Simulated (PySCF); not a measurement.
**Re: excitation energy**

Re [Xe] 4f14 5d5 6s2 (6S) → Re [Xe] 4f14 5d5 6s1 6p1 (8P), as a difference of total energies. Calculation: PySCF 2.14, in aug-cc-pwCVDZ-PP with ECP60MDF; a scalar-relativistic core potential. Correlated levels: valence: 5s2 5p6 frozen; valence and next inner shell: nothing frozen outside the core potential. The calculations carry no spin-orbit coupling.

```
                                method  excitation energy (eV)
                                   UHF                   1.076
                                   LDA                   2.965
                                   PBE                   2.620
                                  PBE0                   2.380
                                r2SCAN                   2.145
                                  MN15                   3.018
                               r2SCANh                   2.141
                               LC-wPBE                   2.019
                                 M06-L                   3.470
                         MP2 (valence)                   2.214
                     SCS-MP2 (valence)                   2.605
    MP2 (valence and next inner shell)                   2.412
SCS-MP2 (valence and next inner shell)                   2.677
```

Q: How much does correlation contribute at MP2 (valence and next inner shell)?

A: 2.412 − (1.076) = 1.336 eV, measured against UHF.
